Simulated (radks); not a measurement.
Spherical jellium clusters: N electrons in a uniform positive sphere of charge N and radius rs N^(1/3), rs = 4.58 bohr. Calculated with a radial shooting solver with Libxc functionals: non-relativistic Kohn-Sham, PBE, spin-polarised, spherical densities. Levels are named by radial order and angular momentum (1s, 1p, 1d, 2s, ...), and open shells are averaged over m.

N = 6, configuration 1s2 1p(up 3, down 1). This is the lowest configuration that the search found. Occupied and some empty levels:

level,occupation,eigenvalue (eV),<r> (bohr)
1s up,1,-3.9057,5.784
1s down,1,-3.5997,5.461
1p up,3,-2.8522,6.885
1p down,1,-2.4221,6.858
1d up,0,-1.5438,8.045
1d down,0,-1.1113,8.279
2s up,0,-1.0461,8.646
2s down,0,-0.90354,8.675

Energy (eV): total -10.3270, kinetic 8.4598, external -138.42, Hartree 68.122, exchange-correlation -19.109, background 70.624.

Electron density:

r (bohr),n(r) (e/bohr^3)
0.616,0.002168
1.30,0.002313
1.99,0.002531
2.67,0.002774
3.36,0.002982
4.04,0.003086
4.73,0.003033
5.42,0.002797
6.10,0.002396
6.79,0.001891
7.47,0.001366
8.16,0.0008988
8.85,0.0005435
9.53,0.0003097
10.2,0.0001702
10.9,0.00009226
11.6,0.00004889
12.3,0.00002563
13.0,0.00001343
13.7,6.904e-06
